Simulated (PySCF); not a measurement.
A survey of 19F NMR shifts

- geometry from GFN2-xTB
- GIAO PBE0/pcSseg-1 shieldings
- run in PySCF 2.14
- no relativistic terms, averaged over atoms made equivalent by symmetry, fast rotation or ring inversion, gas phase, single conformer

Shieldings were converted by a linear fit to measured shifts: 19F: δ = 146.13 − 0.903σ +14.6 on sp3 carbon (rms 6.0 ppm, 223 shifts, 7.0 ppm with the 5 outliers that the fit left out vs CFCl3, solution or neat liquid). A few per cent of atoms miss by over 2 rms, more outside the fitted compound classes.

Question: Give the 19F shifts of `F[C@@H]1CCN[Si@@H]1[C@H]1C[C@@H]1F`, `C=C(F)[C@@H]1C[C@H](F)CN1[SiH3]`, `C=CCN(C)/C=C/F`, `C=N[SiH2][C@H]1C[C@H](C(F)F)C1`.

Answer: 
```csv
compound,environment,δ (ppm)
[F:1][C@@H:2]1[CH2:3][CH2:4][NH:5][Si@@H:6]1[C@H:7]1[CH2:8][C@@H:9]1[F:10],F10: fluorine on an sp3 carbon,-204.6
[F:1][C@@H:2]1[CH2:3][CH2:4][NH:5][Si@@H:6]1[C@H:7]1[CH2:8][C@@H:9]1[F:10],F1: fluorine on an sp3 carbon,-225.4
[CH2:1]=[C:2]([F:3])[C@@H:4]1[CH2:5][C@H:6]([F:7])[CH2:8][N:9]1[SiH3:10],F3: vinylic fluorine,-115.4
[CH2:1]=[C:2]([F:3])[C@@H:4]1[CH2:5][C@H:6]([F:7])[CH2:8][N:9]1[SiH3:10],F7: fluorine on an sp3 carbon,-193.5
C=CCN(C)/C=C/F,vinylic fluorine,-178.5
C=N[SiH2][C@H]1C[C@H](C(F)F)C1,fluorine of a CF2 group (×2),-128.5
```

Question: Match the shifts -56.0, -135.9, -180.3 ppm to `C=NC[C@@H]1CC[C@@H]1F`, `FC(F)(Cl)C1OCCCO1`, `Cn1nc(F)c(C#N)n1`.

Answer: -56.0: FC(F)(Cl)C1OCCCO1 (fluorine of a CF2 group); -135.9: Cn1nc(F)c(C#N)n1 (aryl fluorine); -180.3: C=NC[C@@H]1CC[C@@H]1F (fluorine on an sp3 carbon).
